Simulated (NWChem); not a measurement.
# C2Cl2F2; SMILES F/C(Cl)=C(/F)Cl

Program: NWChem. Pople sets run with spherical d functions. Coordinates come from a PBE0/def2-SVP optimisation. Static field.

```csv
level,isotropic polarisability (bohr³),anisotropy (bohr³)
PBE/6-31+G*,50.8,41.2
B3LYP/6-31+G*,49.3,39.9
BHandHLYP/6-31+G*,…,38.6
LC-BLYP (range parameter 0.33 per bohr)/6-31+G*,49.0,38.4
```

**Question.** Some entries are withheld; supply them.

**Answer.** 
- BHandHLYP/6-31+G*, isotropic polarisability (bohr³): 47.2
